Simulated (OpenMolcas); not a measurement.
A calculation on O IV.

```json
{
  "Program": "OpenMolcas",
  "Method": "MS-RASPT2, IPEA 0.25 Eh, imaginary shift 0.1 Eh (closed shells correlated: 1s)",
  "Basis": "ANO-RCC-VQZP [5s4p3d2f1g]",
  "Scalar Hamiltonian": "DKH2, point nucleus",
  "Active space": "3 electrons in 9 orbitals (RAS2 2s 2p; RAS3 3d, at most 2 electrons)",
  "State averaging": "2S+1 = 4 odd, 1 root; 2S+1 = 2 odd, 11 roots; 2S+1 = 4 even, 3 roots; 2S+1 = 2 even, 9 roots",
  "Spin-orbit coupling": "state interaction with AMFI integrals over the reference wave functions, term energies averaged over their components"
}
```

(1) Which level of the active space comes out lowest?

(2) How high does 2p³ ⁴S°_3/2 lie?

(3) How high does 2p³ ²D°_5/2 lie?

(4) How high does 2s 2p² ²D_3/2 lie?

Measured values: Moore, Selected Tables of Atomic Spectra, NSRDS-NBS 3, section 10.

Answers

(1) 2s² 2p ²P°_1/2, with 100 % of that term; it is also the measured ground level.

(2) 28.662 eV above the lowest level; measured 28.7070 eV above the ground level, so the calculation is off by 0 %.

(3) 31.673 eV above the lowest level; measured 31.6353 eV above the ground level, so the calculation is off by 0 %.

(4) 15.772 eV above the lowest level; measured 15.7398 eV above the ground level, so the calculation is off by 0 %.

Term energies are means over components that CASPT2 splits; among the terms shown or strongly mixed into the levels shown the widest spread is 17 cm-1 (2p³ ²D°). Active for correlation alone: 3d; no level in the range computed is led by a configuration that fills it, so any true level of that kind is missing. Computed and measured levels are paired by configuration, term and J; levels that our copy of the source lacks, or whose pairing is in doubt (as where it misses far off the trend of its configuration), stay unpaired and out of the deviations. Only configurations of the active space appear.

° marks odd parity.
